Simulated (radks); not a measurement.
Polarisability of the tellurium ion Te4+, [Kr] 4d10 5s2, at imaginary frequency. All-electron calculation, scalar-relativistic Kohn-Sham, LDA (Slater exchange, Perdew-Wang correlation), spin-polarised, spherical densities, finite nucleus; Fermi nuclear charge, rms radius 4.7423 fm. Program: a radial shooting solver on a logarithmic mesh with Libxc functionals. Response by self-consistent Sternheimer equations with the Hartree and adiabatic LDA kernel, the relativistic mass of each level held fixed and spin-orbit coupling left out.

| w (hartree) | alpha1(iw) (bohr^3) | alpha2(iw) (bohr^5) |
|---|---|---|
| 0.00266 | 7.401 | 16.76 |
| 0.0143 | 7.396 | 16.75 |
| 0.0360 | 7.373 | 16.74 |
| 0.0697 | 7.299 | 16.68 |
| 0.118 | 7.117 | 16.55 |
| 0.186 | 6.744 | 16.26 |
| 0.280 | 6.091 | 15.67 |
| 0.413 | 5.135 | 14.58 |
| 0.605 | 4.000 | 12.74 |
| 0.892 | 2.912 | 10.06 |
| 1.35 | 2.019 | 6.904 |
| 2.12 | 1.311 | 4.027 |
| 3.59 | 0.7255 | 1.972 |
| 6.94 | 0.2876 | 0.7349 |
| 17.5 | 0.06663 | 0.1479 |

Static values: alpha1 = 7.401 bohr^3 (1.097 angstrom^3; uncoupled 13.65), alpha2 = 16.76 bohr^5, alpha3 = 76.31 bohr^7. C6 = 30.71, C8 = 424.9, triple-dipole C9 = 152.0 atomic units. One-pole (London) frequency 4 C6 / (3 alpha1^2) = 0.748 hartree, against 1.976 for minus the highest occupied eigenvalue.
